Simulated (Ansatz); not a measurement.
C13H12IO, that is (4-methoxyphenyl)phenyliodonium with one electron more. The state is a doublet with charge 0. Geometry PBE-D4/def2-SVP, that of the charge +1 singlet; atoms count from 1.

Cartesian coordinates in Å:
```
C -3.868 -2.724 -1.890
O -2.605 -2.304 -2.408
C -1.998 -1.231 -1.891
C -2.518 -0.445 -0.832
C -1.801 0.663 -0.364
C -0.572 0.970 -0.965
I 0.501 2.660 -0.267
C 1.849 1.761 1.149
C 3.131 1.416 0.702
C 4.003 0.831 1.635
C 3.585 0.610 2.957
C 2.291 0.970 3.367
C 1.396 1.559 2.458
C -0.030 0.212 -2.020
C -0.750 -0.889 -2.474
H -4.641 -1.938 -2.031
H -3.793 -2.989 -0.814
H -4.151 -3.622 -2.468
H -3.483 -0.685 -0.368
H -2.213 1.268 0.456
H 3.457 1.595 -0.332
H 5.019 0.551 1.318
H 4.278 0.154 3.679
H 1.967 0.800 4.405
H 0.385 1.849 2.778
H 0.932 0.470 -2.486
H -0.369 -1.511 -3.297
```

In the def2 sets I takes a core potential; there is no spin–orbit coupling.

Estimate the Mulliken populations from the PBE0/def2-SVP orbitals of Ansatz.


| atom | charge (e) | spin (α − β) |
| --- | --- | --- |
| C1 | 0.10 | 0.00 |
| O2 | -0.34 | 0.01 |
| C3 | 0.20 | 0.07 |
| C4 | -0.12 | -0.04 |
| C5 | 0.02 | 0.06 |
| C6 | -0.22 | 0.04 |
| I7 | 0.26 | 0.47 |
| C8 | -0.24 | 0.34 |
| C9 | 0.02 | -0.02 |
| C10 | -0.03 | 0.01 |
| C11 | -0.02 | 0.00 |
| C12 | -0.03 | 0.01 |
| C13 | 0.02 | -0.02 |
| C14 | 0.02 | 0.05 |
| C15 | -0.05 | -0.04 |
| H16 | 0.06 | 0.00 |
| H17 | 0.06 | 0.00 |
| H18 | 0.07 | 0.00 |
| H19 | 0.02 | 0.00 |
| H20 | 0.03 | 0.00 |
| H21 | 0.02 | 0.01 |
| H22 | 0.02 | 0.01 |
| H23 | 0.03 | 0.00 |
| H24 | 0.02 | 0.01 |
| H25 | 0.02 | 0.01 |
| H26 | 0.03 | 0.00 |
| H27 | 0.03 | 0.00 |
Mulliken values depend strongly on the basis.

Where does the spin sit?

Summed by element: C 0.47, O 0.01, I 0.47, H 0.05, of 1 unpaired in all. Largest on single atoms: I7 0.47, C8 0.34, C3 0.07.

And the Mayer bond orders between heavy atoms (over 0.3)?

C1–O2 0.94 (1.43 Å); O2–C3 1.12 (1.34 Å); C3–C4 1.30 (1.42 Å); C3–C15 1.33 (1.42 Å); C4–C5 1.40 (1.40 Å); C5–C6 1.39 (1.40 Å); C6–I7 0.93 (2.12 Å); C6–C14 1.34 (1.41 Å); I7–C8 0.59 (2.15 Å); C8–C9 1.40 (1.40 Å); C8–C13 1.40 (1.40 Å); C9–C10 1.41 (1.41 Å); C10–C11 1.40 (1.40 Å); C11–C12 1.40 (1.40 Å); C12–C13 1.41 (1.40 Å); C14–C15 1.45 (1.39 Å).
